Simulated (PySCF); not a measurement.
# Computed structure and properties of [Pr(H2O)5]3+

System: [Pr(H2O)5]3+ (singlet in the valence; each metal's 4f electrons, 2 of them, lie in its core potential, out of spins and levels); start: displaced along the imaginary mode (C2). Method: PySCF 2.14.0, RKS r2SCAN, Pr lcecp-1-SVP with ECP48, O def2-SVP, H def2-SVP; non-relativistic Hamiltonian with scalar-relativistic core potentials where named; density fitting; no spin-orbit coupling.

Input of the relaxation:

```python
mol = gto.M(atom='''
Pr     0.04549     0.00000    -0.00000
O     -0.49567     0.00441     2.39175
H     -0.65636     0.77185     2.98176
H     -0.58599    -0.76612     2.99280
O     -0.49567    -0.00441    -2.39175
H     -0.65636    -0.77185    -2.98176
H     -0.58599     0.76612    -2.99280
O      2.47429     0.00000    -0.00000
H      3.08676    -0.76812    -0.25000
H      3.08676     0.76812     0.25000
O     -0.91178     2.24823     0.00069
H     -0.45830     3.11961    -0.00569
H     -1.86364     2.49061    -0.00228
O     -0.91178    -2.24823    -0.00069
H     -1.86364    -2.49061     0.00228
H     -0.45830    -3.11961     0.00569''',
    basis={'Pr': 'lcecp-1-SVP', 'O': 'def2-SVP', 'H': 'def2-SVP'},
    ecp={'Pr': 'lcecp-1-SVP'},
    charge=3, spin=0)
mf = dft.RKS(mol, xc='R2SCAN')
mf.grids.atom_grid = (50, 194)  # f atoms: unpruned, at least (60, 302)
mf = mf.density_fit()  # fitting sets: Pr AutoAux, O def2-universal-JKFIT, H def2-universal-JKFIT
mf.conv_tol = 1e-08; mf.max_cycle = 55
mf.kernel(dm0)  # dm0: converged density of the start geometry
# quasi-Newton relaxation in Cartesian coordinates to a largest gradient under 0.00045 Eh/bohr, steps kept in the point group
```

Run from Python with OMP_NUM_THREADS=4; the lines above give its settings. Where DIIS fails, smearing, a level shift and second-order steps follow.
It took 2.6 min on 4 threads of AMD EPYC 9R45 96-Core Processor (Zen 5), with other jobs on the host, from the converged density of the start.

Course of the relaxation:

```tsv
step	energy above end (eV)	largest force component within the symmetry (eV/Å)
0	0.1029	1.207
1	0.0511	0.159
2	0.0487	0.046
3	0.0481	0.419
4	0.0455	0.129
5	0.0434	0.106
6	0.0383	0.227
7	0.0351	0.397
21	0.0021	0.085
22	0.0015	0.028
23	0.0013	0.017
24	0.0004	0.043
25	0.0001	0.032
26	0.0000	0.019
```
(The steps between are left out.)

Relaxed geometry (C2):

```xyz
16

Pr    0.0011    0.0000    0.0000
O    -0.4925    0.0440    2.4014
H    -0.8632    0.7760    2.9394
H    -0.3835   -0.6811    3.0532
O    -0.4925   -0.0440   -2.4014
H    -0.8632   -0.7760   -2.9394
H    -0.3835    0.6811   -3.0532
O     2.4216    0.0000    0.0000
H     3.0315   -0.1334   -0.7591
H     3.0315    0.1334    0.7591
O    -0.8952    2.2721   -0.0333
H    -0.4318    3.1144    0.1662
H    -1.8017    2.5642   -0.2708
O    -0.8952   -2.2721    0.0333
H    -1.8017   -2.5642    0.2708
H    -0.4318   -3.1144   -0.1662
```

```json
{"contact": "Pr1–O2 (H2O)", "Å": "2.452"}
{"contact": "Pr1–O5 (H2O)", "Å": "2.452"}
{"contact": "Pr1–O8 (H2O)", "Å": "2.420"}
{"contact": "Pr1–O11 (H2O)", "Å": "2.443"}
{"contact": "Pr1–O14 (H2O)", "Å": "2.443"}
```

On the finer grid (75, 302):

```
HOMO                                                          : -21.44 eV
LUMO                                                          : -14.65 eV
Dipole about the centre of mass                               : 0.20 D
Set of Mulliken populations of Pr1 outside the core potential : s 2.15, p 6.24, d 0.91, f 0.06
D3(BJ) dispersion energy (not in the energies)                : -0.083 eV
```

| atom | Mulliken (e) | Löwdin (e) | spin (e) |
| --- | --- | --- | --- |
| Pr1 | 1.63 | 1.22 | 0.00 |
| O2 | -0.34 | -0.01 | 0.00 |
| H3 | 0.30 | 0.18 | 0.00 |
| H4 | 0.30 | 0.18 | 0.00 |
| O5 | -0.34 | -0.01 | 0.00 |
| H6 | 0.30 | 0.18 | 0.00 |
| H7 | 0.30 | 0.18 | 0.00 |
| O8 | -0.34 | -0.01 | 0.00 |
| H9 | 0.31 | 0.19 | 0.00 |
| H10 | 0.31 | 0.19 | 0.00 |
| O11 | -0.34 | -0.01 | 0.00 |
| H12 | 0.31 | 0.19 | 0.00 |
| H13 | 0.31 | 0.18 | 0.00 |
| O14 | -0.34 | -0.01 | 0.00 |
| H15 | 0.31 | 0.18 | 0.00 |
| H16 | 0.31 | 0.19 | 0.00 |

The 4f levels lie in the core potential and are missing. Their spin isn't counted.

No frequency check is given for this geometry.

Taking off one H2O (charge 0, singlet; the rest: singlet) in vacuum, both parts rigid, costs 2.75 eV; the small basis without counterpoise inflates it. Parting with an electron moved from the ligand to the metal can be far cheaper, even downhill.

Rigid scan of H2O along the line from its metal:

distance to O2 (Å), energy (eV) and a bar:
```
     2.15      0.445 ##############################
     2.25      0.162 ###########
     2.35      0.031 ##
     2.45      0.000 
     2.55      0.036 ##
     2.65      0.116 ########
     2.85      0.340 #######################
```

One start shape was tried, so this needn't be the lowest isomer.

An lcecp potential fixes the number of 4f electrons, so in runs with it no electron can move into or out of that shell.
